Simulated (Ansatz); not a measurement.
Potential energy curve for GeH, doublet.

Computed with Ansatz (a program for electronic structure) with unrestricted PBE/aug-cc-pVDZ.

The batch members p0 to p7 hold the bond at 1.18, 1.28, 1.35, 1.44, 1.52, 1.55, 1.60, 1.65 Å.

Ansatz input:

Ansatz 0.2 input:
```yaml
# input.yaml
basis:
  gaussian: { orbitals: aug-cc-pvdz }
hamiltonian:
  xc: pbe
batch:
  members: [p0.yaml, p1.yaml, p2.yaml, p3.yaml, p4.yaml, p5.yaml, p6.yaml, p7.yaml]

# p4.yaml, one of the 8 members of this batch
crystal:
  periodic: [false, false, false]
  atoms:
    - { symbol: Ge, position_ang: [0.0, 0.0, 0.0] }
    - { symbol: H, position_ang: [0.0, 0.0, 1.52] }
total_charge: 0
magnetization:
  spin_polarized: true
  initial_magnetization: 1
```

Lines of the output on each member:

```
Member 1: Total energy: -56521.70340913 eV, -2077.1342884988 hartree
Member 0: Total energy: -56520.50271820 eV, -2077.0901639210 hartree
Member 2: Total energy: -56522.23391296 eV, -2077.1537841550 hartree
Member 3: Total energy: -56522.65271735 eV, -2077.1691749327 hartree
Member 5: Total energy: -56522.88394224 eV, -2077.1776722905 hartree
Member 4: Total energy: -56522.84495241 eV, -2077.1762394406 hartree
Member 6: Total energy: -56522.91682497 eV, -2077.1788807087 hartree
Member 7: Total energy: -56522.91622486 eV, -2077.1788586551 hartree
```

The unrestricted determinant behind UKS-PBE is spin-contaminated at 2.87 to 6.42 Å (<S²> up to 1.8, against 0.75 for a pure doublet).
